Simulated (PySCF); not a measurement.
# PySCF run on CaI

File input.py (PySCF 2.14):

```python
from pyscf import gto, scf

mol = gto.M(
    atom='Ca 0 0 0; I 0 0 2.373',
    basis='ano-rcc-vdzp',
    charge=0,
    spin=1,
    verbose=4,
)
mf = scf.UHF(mol)
mf = mf.sfx2c1e()
mf.kernel()
mf.dip_moment()
print('orbital energies (hartree):', [e[max(0, n-3):n+3].round(4) for e, n in zip(mf.mo_energy, mol.nelec)])
```

```bash
$ OMP_NUM_THREADS=1 python input.py
```

It prints (some set-up lines and the per-cycle HOMO/LUMO lines with their warnings removed):

```
PySCF version 2.14.0

[INPUT] verbose = 4
[INPUT] num. atoms = 2
[INPUT] num. electrons = 73
[INPUT] charge = 0
[INPUT] spin (= nelec alpha-beta = 2S) = 1
[INPUT] symmetry False subgroup None
[INPUT] Mole.unit = angstrom
[INPUT] Symbol           X                Y                Z      unit          X                Y                Z       unit  Magmom
[INPUT]  1 Ca     0.000000000000   0.000000000000   0.000000000000 AA    0.000000000000   0.000000000000   0.000000000000 Bohr   0.0
[INPUT]  2 I      0.000000000000   0.000000000000   2.373000000000 AA    0.000000000000   0.000000000000   4.484320093593 Bohr   0.0

nuclear repulsion = 236.379200832364
number of shells = 7
number of NR pGTOs = 277
number of NR cGTOs = 65
basis = ano-rcc-vdzp
ecp = {}

******** <class 'pyscf.x2c.sfx2c1e.sfX2C1eUHF'> ********
method = sfX2C1eUHF
initial guess = minao
damping factor = 0
level_shift factor = 0
DIIS = <class 'pyscf.scf.diis.CDIIS'>
diis_start_cycle = 1
diis_space = 8
diis_damp = 0
SCF conv_tol = 1e-09
SCF conv_tol_grad = None
SCF max_cycles = 50
direct_scf = True
direct_scf_tol = 1e-13
number electrons alpha = 37  beta = 36

******** <class 'pyscf.x2c.sfx2c1e.SpinFreeX2CHelper'> ********
approx = 1e
xuncontract = 1
Set gradient conv threshold to 3.16228e-05
init E= -7792.76913523043

cycle= 1 E= -7792.28024165186  delta_E= 0.489  |g|= 0.136  |ddm|= 1.55
cycle= 2 E= -7792.30209916899  delta_E= -0.0219  |g|= 0.0657  |ddm|= 0.43
cycle= 3 E= -7792.30563779022  delta_E= -0.00354  |g|= 0.0202  |ddm|= 0.154
cycle= 4 E= -7792.30699469781  delta_E= -0.00136  |g|= 0.0092  |ddm|= 0.144
cycle= 5 E= -7792.3073702654  delta_E= -0.000376  |g|= 0.00394  |ddm|= 0.0986
cycle= 6 E= -7792.30740869116  delta_E= -3.84e-05  |g|= 0.00138  |ddm|= 0.0304
cycle= 7 E= -7792.3074141939  delta_E= -5.5e-06  |g|= 0.000407  |ddm|= 0.0127
cycle= 8 E= -7792.30741469573  delta_E= -5.02e-07  |g|= 0.000114  |ddm|= 0.00373
cycle= 9 E= -7792.30741473326  delta_E= -3.75e-08  |g|= 3.19e-05  |ddm|= 0.00106
cycle= 10 E= -7792.30741473575  delta_E= -2.49e-09  |g|= 7.6e-06  |ddm|= 0.000234
cycle= 11 E= -7792.30741473585  delta_E= -9.64e-11  |g|= 2.21e-06  |ddm|= 4.59e-05
Extra cycle  E= -7792.30741473587  delta_E= -2.36e-11  |g|= 1.14e-06  |ddm|= 6e-06
converged SCF energy = -7792.30741473587  <S^2> = 0.75090167  2S+1 = 2.0009015
Dipole moment(X, Y, Z, Debye): -0.00000,  0.00000, -3.48661
orbital energies (hartree): [array([-0.3678, -0.3678, -0.2179,  0.0299,  0.0299,  0.0714]), array([-0.3837, -0.3679, -0.3679,  0.0043,  0.0688,  0.0688])]
```

In short: E(SCF) = -7792.307415 Eh, 11 cycles, ⟨S²⟩ = 0.751, μz(SCF) = -3.49 D.

Run time: 10 s on 1 thread of Arm Neoverse V1 (shared host).

The bond length is a typed value, not an optimised one. No search for the lowest solution was made.
